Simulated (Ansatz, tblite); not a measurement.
Forces on `CN(C)c1ncc(-c2ncc(-c3ncc(C#N)s3)s2)s1` at its PBE-D4/def2-SVP geometry. The state is a singlet with charge 0.

The xTB rows come from tblite. Single mean-field runs in def2-TZVP are fitted with def2-universal-jkfit.

GFN1-xTB (tblite), largest force 2.72 eV/Å:

```xyz
29
positions Å, forces eV/Å
C     3.539    4.044    2.318    0.151    0.514    0.140
N     3.144    2.654    2.153   -0.556   -0.093   -0.540
C     3.688    1.666    3.060    0.372   -0.512    0.476
C     2.117    2.343    1.317   -0.352   -0.364   -0.042
N     1.521    3.205    0.507    0.169   -0.819    0.328
C     0.556    2.596   -0.224   -0.403   -0.445   -0.227
C     0.356    1.234   -0.003    0.070    0.520   -0.072
C    -0.596    0.382   -0.655   -0.034   -0.274    0.032
N    -1.476    0.799   -1.557    0.298   -0.748    0.441
C    -2.245   -0.216   -2.007   -0.212   -0.535   -0.052
C    -1.992   -1.482   -1.467   -0.107    0.462   -0.218
C    -2.672   -2.707   -1.794    0.018   -0.117    0.030
N    -3.687   -2.783   -2.645    0.618   -0.477    0.607
C    -4.134   -4.051   -2.774    0.008   -0.693    0.150
C    -3.472   -5.022   -2.015   -0.188    0.582   -0.271
C    -3.724   -6.411   -1.954   -0.389   -2.015    0.045
N    -3.938   -7.568   -1.912    0.493    2.669   -0.091
S    -2.202   -4.257   -1.083   -0.575    0.538   -0.587
S    -0.684   -1.359   -0.313   -0.260    0.809   -0.426
S     1.476    0.683    1.239    0.135    0.964   -0.247
H     3.221    4.438    3.310    0.134   -0.263   -0.488
H     4.642    4.140    2.238   -0.548   -0.073    0.012
H     3.056    4.642    1.525    0.209   -0.278    0.311
H     4.721    1.954    3.339   -0.480   -0.073   -0.122
H     3.088    1.566    3.994    0.230    0.131   -0.543
H     3.735    0.673    2.567   -0.110    0.539    0.161
H    -0.036    3.163   -0.957    0.382   -0.199    0.427
H    -3.027   -0.045   -2.760    0.453    0.024    0.409
H    -4.973   -4.283   -3.445    0.473    0.226    0.359
```

GFN2-xTB (tblite), largest force 3.39 eV/Å:

```
C 0.014 0.137 0.034
N -0.579 -0.066 -0.413
C 0.189 -0.195 0.136
C 0.140 0.575 0.064
N -0.166 -1.269 0.172
C 0.010 -0.110 0.041
C -0.226 0.347 -0.295
C -0.283 0.448 -0.373
N 0.240 -1.270 0.520
C 0.117 0.033 0.105
C -0.310 0.200 -0.341
C -0.473 0.303 -0.475
N 0.687 -0.938 0.760
C 0.148 -0.060 0.143
C -0.296 0.116 -0.270
C -0.462 -2.318 0.040
N 0.619 3.333 -0.112
S -0.302 0.136 -0.276
S -0.184 0.344 -0.244
S -0.029 0.458 -0.231
H 0.153 -0.271 -0.519
H -0.588 -0.104 0.022
H 0.251 -0.332 0.396
H -0.545 -0.065 -0.155
H 0.271 0.099 -0.552
H -0.098 0.551 0.234
H 0.493 -0.333 0.572
H 0.606 -0.019 0.560
H 0.600 0.268 0.460
```

PBE0-D4/def2-TZVP (Ansatz), largest force 2.59 eV/Å:

```
C 0.015 0.228 0.003
N -0.378 -0.077 -0.298
C 0.063 -0.192 0.135
C -0.035 -0.041 0.005
N 0.041 -0.688 0.251
C -0.078 -0.703 0.132
C 0.210 0.589 0.034
C -0.326 -0.316 -0.230
N 0.307 -0.614 0.435
C 0.133 -0.626 0.269
C 0.049 0.626 -0.109
C -0.230 -0.482 -0.105
N 0.506 -0.388 0.504
C 0.339 -0.522 0.389
C -0.066 0.724 -0.189
C -0.435 -2.083 0.020
N 0.481 2.541 -0.075
S -0.808 0.461 -0.782
S -0.513 0.863 -0.674
S -0.128 1.001 -0.447
H 0.139 -0.227 -0.487
H -0.553 -0.090 0.028
H 0.271 -0.303 0.414
H -0.523 -0.103 -0.167
H 0.278 0.080 -0.484
H -0.020 0.507 0.227
H 0.351 -0.270 0.417
H 0.446 -0.047 0.417
H 0.465 0.154 0.365
```
